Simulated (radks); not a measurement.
Mn XII, 14 electrons, occupied as [Ne] 3s1 3p3 (not the ground configuration). Calculated with a radial shooting solver on a logarithmic mesh with Libxc functionals: scalar-relativistic Kohn-Sham, r2SCAN, spin-polarised, spherical densities, finite nucleus; open shells are filled with parallel spins first; meta-GGA in the generalised Kohn-Sham scheme; Fermi nuclear charge, rms radius 3.7057 fm.

Unscreened Slater integrals over Kohn-Sham orbitals (cm^-1). They are taken over the spin-up orbitals.

| integral | value |
|---|---|
| F0(3p,3p) | 265890 |
| F2(3p,3p) | 135790 |
| F0(3p,3s) | 265840 |
| G1(3p,3s) | 176700 |
| F0(3p,2p) | 354070 |
| F2(3p,2p) | 81183 |
| G0(3p,2p) | 32945 |
| G2(3p,2p) | 34983 |
| F0(3p,2s) | 345690 |
| G1(3p,2s) | 25579 |
| F0(3s,3s) | 266170 |
| F0(3s,2p) | 349500 |
| G1(3s,2p) | 33317 |
| F0(3s,2s) | 343450 |
| G0(3s,2s) | 26617 |
| F0(2p,2p) | 819320 |
| F2(2p,2p) | 386280 |
| F0(2p,2s) | 757310 |
| G1(2p,2s) | 437920 |
| F0(2s,2s) | 717140 |

Derived for the open shells (J is the average intra-shell exchange parameter used in DFT+U). 3p: J = F2/5 = 27160 cm^-1.
